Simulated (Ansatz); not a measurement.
The same path of FH₄NO₂Sn (9 atoms, charge 0, multiplicity 1) was run twice with different band settings. The coordinate that changes most is the dihedral H7–N1–Sn2–O3.

Theory: RKS B3LYP-D4/def2-SVP (Ansatz 0.2.0).

Relaxed end points:

```xyz
9
Properties=species:S:1:pos:R:3
N -0.816 0.485 -1.551
Sn 0.137 0.023 0.168
O 1.208 -1.597 -0.181
O -1.044 -0.252 1.730
F 1.283 1.474 0.789
H -0.903 1.493 -1.683
H -0.318 0.100 -2.355
H 1.333 -2.125 0.621
H -0.793 0.352 2.446
```

```xyz
9
Properties=species:S:1:pos:R:3
N -0.484 0.800 -1.562
Sn 0.166 0.033 0.183
O 1.096 -1.682 -0.138
O -1.303 -0.006 1.508
F 1.514 1.133 1.052
H -0.287 0.182 -2.350
H -1.484 1.002 -1.543
H 1.858 -1.783 0.452
H -0.988 0.276 2.381
```

Common settings: movable images 5; climbing image yes; spring 5.0 eV/Å²; optimiser quadratic models (default); start path through a guess of the saddle point; iteration limit 60; end points relaxed.

| run | force threshold |
| --- | --- |
| 1 | 0.05 eV/Å |
| 2 | 0.5 eV/Å |

What does each run give, and how far can it be trusted?

Run 1: converged after 6 iterations, highest image 0.010 eV above the first end. A vibrational analysis at the climbing image gives one clearly imaginary mode, 54i cm⁻¹: a first-order saddle point.
Run 2: converged after 4 iterations, highest image 0.013 eV above the first end. The threshold of 0.5 eV/Å is loose, so the images may lie well off the minimum-energy path. Another band between the same ends (5 images) ends at a top of the same energy, where a vibrational analysis finds 1 clearly imaginary mode.
